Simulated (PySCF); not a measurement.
PySCF input file for C2H9ClOSi2, SMILES C[SiH2]O[Si@@H](C)Cl, TDA-PBE0/def2-SVPD. The structure is a stationary point at ωB97X-D3(BJ)/def2-SVP. The structure was generated by enumeration; whether it is a known compound was not checked. The values are those of a single conformer.

```python
import numpy as np
from pyscf import gto, scf, dft, tdscf

mol = gto.M(
    atom='''
    C     2.69184966    0.12852498    0.52836002
    Si    1.59606968    1.02371477   -0.69221662
    O     0.02643728    1.10429430   -0.11076960
    Si   -1.08661279    0.07818042    0.53276881
    C    -2.77053614    0.40776991   -0.17037395
    Cl   -0.52113269   -1.86137742    0.02749545
    H     2.33761897   -0.90435959    0.67198747
    H     3.73165873    0.08982648    0.16471635
    H     2.68882285    0.63772458    1.50540847
    H     1.59155168    0.32465907   -2.00950456
    H     2.04747408    2.42868122   -0.89122515
    H    -1.05555825    0.15542342    2.01461742
    H    -3.51245190   -0.28673474    0.25376376
    H    -2.75716771    0.28046809   -1.26389322
    H    -3.08446832    1.43907128    0.05721640
    ''',
    basis='def2-SVPD',
    charge=0,
    spin=0,
    max_memory=1600,
    verbose=4,
)
mf = dft.RKS(mol, xc='pbe0').density_fit(auxbasis='def2-universal-jkfit')
mf.grids.level = 3
mf.conv_tol = 1e-9
mf.max_cycle = 100
mf.kernel()
mf.grids = dft.Grids(mol).set(level=1).build(with_non0tab=True)  # coarser grid for the response kernel
td = tdscf.TDA(mf)
td.singlet = True
td.nstates = 6
td.conv_tol = 1e-4
td.positive_eig_threshold = 1e-6
td.kernel(x0=td.get_init_guess(mf, 11))
td.analyze()
tt = tdscf.TDA(mf)
tt.singlet = False
tt.nstates = 2
tt.conv_tol = 1e-4
tt.positive_eig_threshold = 1e-6
tt.kernel(x0=tt.get_init_guess(mf, 7))
tt.analyze(verbose=3)
```

It prints:

```
PySCF version 2.14.0

[INPUT] verbose = 4
[INPUT] num. atoms = 15
[INPUT] num. electrons = 74
[INPUT] charge = 0
[INPUT] spin (= nelec alpha-beta = 2S) = 0
[INPUT] symmetry False subgroup None
[INPUT] Mole.unit = angstrom
[INPUT] Symbol           X                Y                Z      unit          X                Y                Z       unit  Magmom
[INPUT]  1 C      2.691849660000   0.128524980000   0.528360020000 AA    5.086858625904   0.242877012365   0.998455732970 Bohr   0.0
[INPUT]  2 Si     1.596069680000   1.023714770000  -0.692216620000 AA    3.016134570922   1.934540544972  -1.308099830672 Bohr   0.0
[INPUT]  3 O      0.026437280000   1.104294300000  -0.110769600000 AA    0.049959218678   2.086813787918  -0.209324206928 Bohr   0.0
[INPUT]  4 Si    -1.086612790000   0.078180420000   0.532768810000 AA   -2.053400576550   0.147739582103   1.006787138610 Bohr   0.0
[INPUT]  5 C     -2.770536140000   0.407769910000  -0.170373950000 AA   -5.235554522810   0.770573451739  -0.321960104260 Bohr   0.0
[INPUT]  6 Cl    -0.521132690000  -1.861377420000   0.027495450000 AA   -0.984798058658  -3.517493538250   0.051958870172 Bohr   0.0
[INPUT]  7 H      2.337618970000  -0.904359590000   0.671987470000 AA    4.417459636888  -1.708991943224   1.269872277439 Bohr   0.0
[INPUT]  8 H      3.731658730000   0.089826480000   0.164716350000 AA    7.051812990042   0.169747445934   0.311268789738 Bohr   0.0
[INPUT]  9 H      2.688822850000   0.637724580000   1.505408470000 AA    5.081138783972   1.205124799103   2.844809713901 Bohr   0.0
[INPUT] 10 H      1.591551680000   0.324659070000  -2.009504560000 AA    3.007596788291   0.613516726156  -3.797413264465 Bohr   0.0
[INPUT] 11 H      2.047474080000   2.428681220000  -0.891225150000 AA    3.869165258346   4.589542349675  -1.684171448824 Bohr   0.0
[INPUT] 12 H     -1.055558250000   0.155423420000   2.014617420000 AA   -1.994716001025   0.293707697143   3.807075169578 Bohr   0.0
[INPUT] 13 H     -3.512451900000  -0.286734740000   0.253763760000 AA   -6.637572116708  -0.541850128998   0.479544006740 Bohr   0.0
[INPUT] 14 H     -2.757167710000   0.280468090000  -1.263893220000 AA   -5.210291851394   0.530007876780  -2.388412036495 Bohr   0.0
[INPUT] 15 H     -3.084468320000   1.439071280000   0.057216400000 AA   -5.828800364697   2.719450592927   0.108123325834 Bohr   0.0

nuclear repulsion = 459.689112044954
number of shells = 92
number of NR pGTOs = 312
number of NR cGTOs = 210
basis = def2-SVPD
ecp = {}


[settings echo left out]
init E= -1195.34770710498
  HOMO = -0.347232958128461  LUMO = -0.0400273370891684  gap/eV = 8.35949
cycle= 1 E= -1195.0736624484  delta_E= 0.274  |g|= 0.775  |ddm|= 5.02
  HOMO = -0.197558242216724  LUMO = 0.026219052205902  gap/eV = 6.08929
cycle= 2 E= -1194.89151530138  delta_E= 0.182  |g|= 1.23  |ddm|= 2.26
  HOMO = -0.307075688985408  LUMO = 0.0112667028778  gap/eV = 8.66254
cycle= 3 E= -1195.1917088382  delta_E= -0.3  |g|= 0.157  |ddm|= 1.45
  HOMO = -0.30967929730353  LUMO = 0.0149670550894787  gap/eV = 8.83408
cycle= 4 E= -1195.19728239086  delta_E= -0.00557  |g|= 0.0352  |ddm|= 0.26
  HOMO = -0.309548094651561  LUMO = 0.0150358709977785  gap/eV = 8.83238
cycle= 5 E= -1195.19760443325  delta_E= -0.000322  |g|= 0.00608  |ddm|= 0.0574
  HOMO = -0.309661885005438  LUMO = 0.0148741064609754  gap/eV = 8.83107
cycle= 6 E= -1195.19761473924  delta_E= -1.03e-05  |g|= 0.00139  |ddm|= 0.0134
  HOMO = -0.309630748413557  LUMO = 0.0149096486546192  gap/eV = 8.83119
cycle= 7 E= -1195.19761524026  delta_E= -5.01e-07  |g|= 0.000343  |ddm|= 0.00294
  HOMO = -0.309645922594084  LUMO = 0.014904561568279  gap/eV = 8.83147
cycle= 8 E= -1195.19761527211  delta_E= -3.18e-08  |g|= 0.000103  |ddm|= 0.000752
  HOMO = -0.309640453338686  LUMO = 0.0149063221680317  gap/eV = 8.83137
cycle= 9 E= -1195.19761527524  delta_E= -3.13e-09  |g|= 1.53e-05  |ddm|= 0.000234
  HOMO = -0.309641711777051  LUMO = 0.014905788806364  gap/eV = 8.83139
cycle= 10 E= -1195.1976152753  delta_E= -5.96e-11  |g|= 3.71e-06  |ddm|= 4.05e-05
  HOMO = -0.309640880211344  LUMO = 0.0149063197011152  gap/eV = 8.83138
Extra cycle  E= -1195.19761527529  delta_E= 3.41e-12  |g|= 4.39e-06  |ddm|= 1.35e-05
converged SCF energy = -1195.19761527529
tot grids = 56928
Overwritten attributes  positive_eig_threshold  of <class 'pyscf.tdscf.rks.TDA'>


******** <class 'pyscf.tdscf.rks.TDA'> for <class 'pyscf.df.df_jk.DFRKS'> ********
nstates = 6 singlet
deg_eia_thresh = 1.000e-03
wfnsym = None
conv_tol = 0.0001
eigh lindep = 1e-12
eigh level_shift = 0
eigh max_cycle = 100


Excitation energies (eV)
[7.53180124 7.80618392 7.89842939 7.99123414 8.16572692 8.26411179]

** Singlet excitation energies and oscillator strengths **
Excited State   1:      7.53180 eV    164.61 nm  f=0.0024
      35 -> 38       -0.10311
      37 -> 38        0.65815
      37 -> 39       -0.14036
      37 -> 41       -0.12970
Excited State   2:      7.80618 eV    158.83 nm  f=0.0157
      37 -> 39        0.55862
      37 -> 40       -0.37078
Excited State   3:      7.89843 eV    156.97 nm  f=0.0016
      36 -> 38       -0.64840
      36 -> 39        0.11448
      36 -> 40        0.15051
Excited State   4:      7.99123 eV    155.15 nm  f=0.0666
      35 -> 38       -0.18758
      35 -> 39        0.13632
      37 -> 38       -0.14430
      37 -> 39       -0.37088
      37 -> 40       -0.51216
Excited State   5:      8.16573 eV    151.83 nm  f=0.0043
      35 -> 38       -0.38314
      35 -> 39        0.17499
      35 -> 41        0.11852
      37 -> 40        0.14085
      37 -> 41        0.46882
      37 -> 44       -0.14701
Excited State   6:      8.26411 eV    150.03 nm  f=0.0167
      36 -> 39        0.63904
      36 -> 41       -0.10180
      37 -> 41        0.12730

** Transition electric dipole moments (AU) **
state          X           Y           Z        Dip. S.      Osc.
  1        -0.0598     -0.0846      0.0501      0.0132      0.0024
  2         0.2564     -0.0307      0.1231      0.0818      0.0157
  3        -0.0860     -0.0271      0.0060      0.0082      0.0016
  4        -0.5089      0.2245      0.1759      0.3403      0.0666
  5         0.1392     -0.0062      0.0459      0.0215      0.0043
  6         0.1973      0.0355     -0.2053      0.0823      0.0167

** Transition velocity dipole moments (imaginary part, AU) **
state          X           Y           Z        Dip. S.      Osc.
  1        -0.0124     -0.0225      0.0250      0.0013      0.0031
  2         0.0772     -0.0028      0.0491      0.0084      0.0195
  3        -0.0285     -0.0224      0.0075      0.0014      0.0031
  4        -0.1345      0.0552      0.0634      0.0252      0.0571
  5         0.0373     -0.0048      0.0110      0.0015      0.0034
  6         0.0559      0.0148     -0.0482      0.0057      0.0124

** Transition magnetic dipole moments (imaginary part, AU) **
state          X           Y           Z
  1        -0.5551     -0.4213      0.1962
  2         1.0308      0.0773     -0.1258
  3        -0.3424     -0.0239     -1.0051
  4        -0.0287     -0.3955     -0.2426
  5         0.1926     -1.6030     -0.1729
  6         0.7167     -0.3793     -0.7996


******** <class 'pyscf.tdscf.rks.TDA'> for <class 'pyscf.df.df_jk.DFRKS'> ********
nstates = 2 triplet
deg_eia_thresh = 1.000e-03
wfnsym = None
conv_tol = 0.0001
eigh lindep = 1e-12
eigh level_shift = 0
eigh max_cycle = 100


Excitation energies (eV)
[7.19021672 7.44271433]

** Triplet excitation energies and oscillator strengths **
Excited State   1:      7.19022 eV    172.43 nm  f=0.0000
Excited State   2:      7.44271 eV    166.58 nm  f=0.0000
```

The run converged.
